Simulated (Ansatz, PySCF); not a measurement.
System: GeO2, charge 0, multiplicity 1. SMILES: [O]=[Ge]=[O]
Geometry: optimised at B3LYP-D3(BJ)/def2-TZVP (Ansatz, a first-principles code).

Wanted: atomisation energy, in kcal/mol. Set-up: open shells spin-unrestricted; atomisation electronic, to ground-state atoms; six Cartesian d functions in 6-31G* and its kin unless marked 5d; dispersion terms only where a functional's name holds one; non-relativistic; no spin-orbit coupling. Ab initio and DFT rows: single points at B3LYP-D3(BJ) geometries (Ansatz).

| species | coefficient | E at HF/6-31G* (Ansatz), Eh | E at M06-2X/def2-TZVPD (PySCF), Eh |
|---|---|---|---|
| [O]=[Ge]=[O] | -1 | -2224.71263 | -2227.41973 |
| Ge atom | +1 | -2075.03782 | -2076.92526 |
| O atom | +2 | -74.78393 | -75.06660 |

 1 Eh = 627.5095 kcal/mol.

Compute it at each level from the table.


- HF/6-31G*: the sum of coefficient times E is 0.10695 Eh, or 67.11 kcal/mol. Result: 67.1 kcal/mol.
- M06-2X/def2-TZVPD: the sum of coefficient times E is 0.36127 Eh, or 226.70 kcal/mol. Result: 226.7 kcal/mol.
